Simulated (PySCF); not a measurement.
All values below come from B3LYP-D3(BJ)/def2-TZVP // PBE0-D4/def2-TZVP (PySCF). All species are isolated molecules in the gas phase. One relaxed conformer stands for a flexible species; it need not be the lowest. B3LYP has the VWN-RPA correlation part, as in Gaussian. Excitations are Tamm–Dancoff values on a coarser integration grid. The basis has no diffuse functions, so Rydberg states are missing or too high.

Reference species (SMILES): `C(=C(/B)N)/C=C` (neutral, multiplicity 1).

```json
{
 "HOMO": "-5.59 eV",
 "S1–T1 gap (TDA)": "1.72 eV"
}
```

Changed species: `B/C=C/C(=C)N`.

Problem. What does the change do to the HOMO and S1–T1 gap (TDA)?

Solution. the HOMO decreases by 0.68 eV, to -6.27 eV; the S1–T1 gap (TDA) drops by 0.25 eV, to 1.47 eV.
